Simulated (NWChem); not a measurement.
Everything below was run with NWChem. System: HClGe, charge 0, spin multiplicity 1, at a geometry optimised with B3LYP/def2-SVP. The structure started from a generated list of species. Level: PBE0/def2-TZVP.

Output (cleaned and shortened):

```
             Northwest Computational Chemistry Package (NWChem) 7.3.0
             --------------------------------------------------------

                                NWChem Input Module
                                -------------------

 Scaling coordinates for geometry "geometry" by  1.889725989
 (inverse scale =  0.529177249)

 Turning off AUTOSYM since
 SYMMETRY directive was detected!

                             Geometry "geometry" -> ""
                             -------------------------

 Output coordinates in angstroms (scale by  1.889725989 to convert to a.u.)

  No.       Tag          Charge          X              Y              Z
 ---- ---------------- ---------- -------------- -------------- --------------
    1 Ge                  32.0000    -0.50560200    -0.55384500     0.00000000
    2 H                    1.0000     0.64199100    -1.68384600     0.00000000
    3 Cl                  17.0000     0.91395800     1.14158100     0.00000000

 Effective nuclear repulsion energy (a.u.)     143.8689845534

            Nuclear Dipole moment (a.u.)
            ----------------------------
        X                 Y               Z
 ---------------- ---------------- ----------------
     0.0000245664    -0.0000170075     0.0000000000

      Symmetry information
      --------------------

 Group name             Cs
 Group number              2
 Group order               2
 No. of unique centers     3

      Symmetry unique atoms

     1    2    3


 Summary of "ao basis" -> "" (spherical)
 ------------------------------------------------------------------------------
       Tag                 Description            Shells   Functions and Types
 ---------------- ------------------------------  ------  ---------------------
 *                         def2-tzvp                  on all atoms

                                 NWChem DFT Module
                                 -----------------

 Summary of "ao basis" -> "ao basis" (spherical)
 ------------------------------------------------------------------------------
       Tag                 Description            Shells   Functions and Types
 ---------------- ------------------------------  ------  ---------------------
 Ge                        def2-tzvp                16       48   6s5p4d1f
 H                         def2-tzvp                 4        6   3s1p
 Cl                        def2-tzvp                13       37   5s5p2d1f
[...]
 Vector   24  Occ=2.000000D+00  E=-3.409241D-01  Symmetry=a'
              MO Center=  5.7D-01,  8.3D-01, -2.0D-14, r^2= 2.2D+00
   Bfn.  Coefficient  Atom+Function         Bfn.  Coefficient  Atom+Function
  ----- ------------  ---------------      ----- ------------  ---------------
    70      0.455001  3 Cl py                73      0.290165  3 Cl py
    67      0.210381  3 Cl py                69     -0.202229  3 Cl px
     6      0.192274  1 Ge s                  5      0.175453  1 Ge s
    61     -0.173154  3 Cl py                16     -0.153490  1 Ge px
    72     -0.125243  3 Cl px                19     -0.105487  1 Ge px

 Vector   25  Occ=2.000000D+00  E=-2.648928D-01  Symmetry=a'
              MO Center= -2.1D-01, -4.1D-01,  1.5D-14, r^2= 3.3D+00
   Bfn.  Coefficient  Atom+Function         Bfn.  Coefficient  Atom+Function
  ----- ------------  ---------------      ----- ------------  ---------------
     6      0.377506  1 Ge s                 16     -0.314597  1 Ge px
     5      0.300938  1 Ge s                 69      0.270033  3 Cl px
    19     -0.254638  1 Ge px                50     -0.224425  2 H  s
    72      0.215830  3 Cl px                51     -0.172286  2 H  s
     4     -0.141629  1 Ge s                 10      0.140686  1 Ge px

 Vector   26  Occ=0.000000D+00  E=-1.142260D-01  Symmetry=a"
              MO Center= -4.1D-01, -4.9D-01, -2.0D-14, r^2= 3.0D+00
   Bfn.  Coefficient  Atom+Function         Bfn.  Coefficient  Atom+Function
  ----- ------------  ---------------      ----- ------------  ---------------
    21      0.642267  1 Ge pz                18      0.479122  1 Ge pz
    12     -0.210097  1 Ge pz                74     -0.194428  3 Cl pz
    71     -0.166049  3 Cl pz                68     -0.089612  3 Cl pz
     9      0.080811  1 Ge pz                62      0.066187  3 Cl pz
    15     -0.050494  1 Ge pz                65      0.032117  3 Cl pz

 Vector   27  Occ=0.000000D+00  E=-1.185178D-02  Symmetry=a'
              MO Center= -3.8D-01, -4.3D-01,  1.1D-14, r^2= 4.2D+00
   Bfn.  Coefficient  Atom+Function         Bfn.  Coefficient  Atom+Function
  ----- ------------  ---------------      ----- ------------  ---------------
    20      0.809435  1 Ge py                59     -0.504462  3 Cl s
    19      0.460619  1 Ge px                73      0.343470  3 Cl py
    17      0.337177  1 Ge py                72      0.311470  3 Cl px
     6      0.264295  1 Ge s                  5      0.193230  1 Ge s
    16      0.192660  1 Ge px                70      0.174416  3 Cl py

 Vector   28  Occ=0.000000D+00  E= 4.193136D-02  Symmetry=a'
              MO Center= -8.4D-02, -8.5D-01,  5.3D-15, r^2= 4.7D+00
   Bfn.  Coefficient  Atom+Function         Bfn.  Coefficient  Atom+Function
  ----- ------------  ---------------      ----- ------------  ---------------
    51      1.647665  2 H  s                 19     -0.995533  1 Ge px
     6     -0.908992  1 Ge s                 20      0.787863  1 Ge py
     5     -0.334955  1 Ge s                 16     -0.243002  1 Ge px
    73     -0.210090  3 Cl py                 4      0.141584  1 Ge s
    17      0.141237  1 Ge py                50      0.116543  2 H  s

 center of mass
 --------------
 x =  -0.08198638 y =  -0.04674548 z =   0.00000000

 moments of inertia (a.u.)
 ------------------
         253.677886297432        -199.899506010279           0.000000000000
        -199.899506010279         172.538025425746           0.000000000000
           0.000000000000           0.000000000000         426.215911723177

     Multipole analysis of the density
     ---------------------------------

     L   x y z        total         alpha         beta         nuclear
     -   - - -        -----         -----         ----         -------
     0   0 0 0     -0.000000    -25.000000    -25.000000     50.000000

     1   1 0 0     -0.487755     -0.243890     -0.243890      0.000025
     1   0 1 0     -0.578752     -0.289367     -0.289367     -0.000017
     1   0 0 1     -0.000000     -0.000000     -0.000000      0.000000

     2   2 0 0    -24.408737    -52.901731    -52.901731     81.394724
     2   1 1 0      0.329433    -45.575012    -45.575012     91.479458
     2   1 0 1     -0.000000     -0.000000     -0.000000      0.000000
     2   0 2 0    -23.567457    -73.930383    -73.930383    124.293309
     2   0 1 1      0.000000      0.000000      0.000000      0.000000
     2   0 0 2    -20.899970    -10.449985    -10.449985      0.000000

 Task  times  cpu:        5.6s     wall:        5.6s

 Total times  cpu:        5.6s     wall:        5.6s
```

Q: Write an NWChem input that would produce this output.

A: This is not unique; one that fits is 
```
start mol
memory heap 200 mb stack 800 mb global 1000 mb
geometry units angstroms nocenter noautoz
  Ge    -0.505602    -0.553845     0.000000
  H      0.641991    -1.683846     0.000000
  Cl     0.913958     1.141581     0.000000
  symmetry group Cs
end
basis spherical
  * library def2-tzvp
end
dft
  xc pbe0
  semidirect memsize 60000000 filesize 0
  iterations 100
end
task dft energy
```
